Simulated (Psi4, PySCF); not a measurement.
BaO (SMILES [O]=[Ba]), singlet, at a GFN2-xTB geometry (such geometries of metal compounds can be far from the true shape) (core potentials on Ba), atoms displaced at random by about 0.03 Å a coordinate. Base run: PBE0/def2-SVP, gradient (PySCF).

Here is a job for PySCF.
```python
from pyscf import gto, scf, dft

mol = gto.M(
    atom='''
Ba   -0.017169    0.008875   -0.285342
O     0.020572    0.012240    1.841164
''',
    basis='def2-svp',
    ecp={'Ba': 'def2-svp'},
    charge=0,
    spin=0,
    verbose=4,
)

mf = dft.RKS(mol)
mf.xc = 'pbe0'
mf.kernel()
g = mf.nuc_grad_method()
grad = g.kernel()
```

Programs used: Psi4, PySCF; a row that names a program was run with it.

The coordinate followed is y of atom 2.

Variants of this job, named by their change:

```json
[
 {"change": "base", "dE/dx (Eh/bohr)": "0.000046", "net force (Eh/bohr)": "0.000150"},
 {"change": "density fitting = on", "dE/dx (Eh/bohr)": "0.000046", "net force (Eh/bohr)": "0.000150"},
 {"change": "density fitting = on; auxbasis_response = off", "dE/dx (Eh/bohr)": "0.000048", "net force (Eh/bohr)": "0.001169"},
 {"change": "finite difference step (bohr) = 1e-4; conv_tol = 1e-11", "dE/dx (Eh/bohr)": "0.000048", "net force (Eh/bohr)": "-"},
 {"change": "grids.level = 5; grid_response = on", "dE/dx (Eh/bohr)": "0.000051", "net force (Eh/bohr)": "0.000000"},
 {"change": "conv_tol = 1e-4", "dE/dx (Eh/bohr)": "0.000046", "net force (Eh/bohr)": "0.000150"},
 {"change": "code = psi4", "dE/dx (Eh/bohr)": "0.000096", "net force (Eh/bohr)": "0.000061"},
 {"change": "grids.level = 0; grid_response = on", "dE/dx (Eh/bohr)": "-0.000035", "net force (Eh/bohr)": "0.000000"},
 {"change": "conv_tol = 1e-11", "dE/dx (Eh/bohr)": "0.000046", "net force (Eh/bohr)": "0.000150"},
 {"change": "finite difference step (bohr) = 1e-5; conv_tol = 1e-11", "dE/dx (Eh/bohr)": "0.000048", "net force (Eh/bohr)": "-"},
 {"change": "grids.level = 1; grid_response = on", "dE/dx (Eh/bohr)": "0.000064", "net force (Eh/bohr)": "0.000000"},
 {"change": "grids.level = 0; grid_response = off", "dE/dx (Eh/bohr)": "0.000048", "net force (Eh/bohr)": "0.000675"}
]
```

The net force is zero for an exact gradient.
